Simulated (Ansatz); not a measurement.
Coupled-cluster diagnostics for In(OCMe2)H3 (C3H9InO), Ansatz.

Geometry of the singlet (r2SCAN-D4/def2-SVP):

```xyz
14

C    -0.472   -0.458    0.122
C    -1.492   -1.524    0.384
C    -0.461    0.757    1.000
In    2.071    0.883   -1.419
O     0.336   -0.592   -0.795
H    -1.380   -1.894    1.417
H    -2.504   -1.092    0.319
H    -1.383   -2.350   -0.330
H    -0.549    1.655    0.366
H     0.526    0.831    1.488
H    -1.254    0.751    1.760
H     2.878    0.805    0.127
H     1.024    2.257   -1.675
H     2.660   -0.030   -2.763
```

In the def2 sets In takes a core potential; there is no spin–orbit coupling. Correlated methods freeze 8 core orbitals; core or outer-core shells of In are correlated, in sets that lack core-valence functions. Another isomer (singlet) lies 0.62 eV lower at PBE0-D4/def2-TZVP; other spin states weren't run for this one.

Question: Estimate the CCSD(T) correlation energy, the shares of MP2 and (T), T1 and the reference's ⟨S²⟩ for: charge 0, singlet, own geometry in def2-SVP; and the rough time on 4 threads of Arm Neoverse V2 on a shared host.

Answer: 
| state | basis | correlation (eV) | MP2 share (%) | (T) share (%) | T1 | ⟨S²⟩ (pure) | wall time |
| --- | --- | --- | --- | --- | --- | --- | --- |
| charge 0, singlet, own geometry | def2-SVP | -21.577 | 89.2 | 3.0 | 0.013 | 0.00 (0.00) | 17 s |
Customary marks for T1 are 0.02 (closed shells), 0.045 (open shells) and about 0.05 (3d metals). T1 stays under 0.02 throughout.
